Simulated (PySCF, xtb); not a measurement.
GaH₃, SMILES [GaH3].

xtb with GFN2-xTB at its own geometry gives an orbital gap of 5.69 eV and a dipole moment of 0.00 D.

Coordinates come from a PBE0-D3(BJ)/def2-TZVPD optimisation. The isomer is the one that the SMILES or the coordinates give; other isomers of the formula were not compared.

Problem. What does PySCF with PBE/def2-TZVPD give? (The exact figures need the calculation; the answer reports its results.)

Solution. gap 4.69 eV (levels -7.34 and -2.66 eV), dipole 0.00 D.
